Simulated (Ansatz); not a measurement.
```xyz
11

O    -1.579   -0.103   -0.162
C    -0.298    0.257    0.309
O    -0.234    1.644    0.166
O    -0.134   -0.053    1.644
Si    1.109   -0.615   -0.679
H    -1.699   -1.046   -0.010
H    -0.797    1.883   -0.578
H    -0.709    0.542    2.145
H     2.435   -0.250   -0.129
H     0.913   -2.089   -0.615
H     0.993   -0.169   -2.091
```

Charge 0, multiplicity 1.

List the PBE/def2-TZVPP orbital energies in eV (Ansatz 0.2.0). (Best estimate.)

Computed: Occupied: -1779.49, -510.85, -510.80, -510.75, -272.85, -137.28, -94.01, -94.00, -94.00, -27.96, -25.46, -25.35, -16.61, -14.43, -13.81, -13.27, -11.00, -10.51, -9.30, -8.73, -8.56, -8.38, -7.83, -7.02, -6.39. Lowest empty: -0.39, 0.29, 0.32, 0.42, 1.26, 1.37, 1.56, 2.62.
